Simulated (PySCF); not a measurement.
Precursor series W Cl-F. Isolated molecules, 0 K electronic values unless said otherwise.

All values below come from TPSSh-D3(BJ)/def2-TZVP // r2SCAN-D4/def2-SVP run with PySCF. 

| species | mean distance from the central atom to its bonded neighbours (Å) | HOMO–LUMO gap (eV) |
|---|---|---|
| 1 of 6 Cl replaced by F ([W(Cl)5(F)]) | … | 2.85 |
| 3 of 6 Cl replaced by F ([W(Cl)3(F)3]) | 2.076 | 3.78 |
| 5 of 6 Cl replaced by F | 1.924 | 4.57 |
| 6 of 6 Cl replaced by F ([W(F)6]) | … | 6.58 |

### Question
Fill in the missing entries.

### Answer

- 1 of 6 Cl replaced by F ([W(Cl)5(F)]), mean distance from the central atom to its bonded neighbours (Å): 2.234
- 6 of 6 Cl replaced by F ([W(F)6]), mean distance from the central atom to its bonded neighbours (Å): 1.848
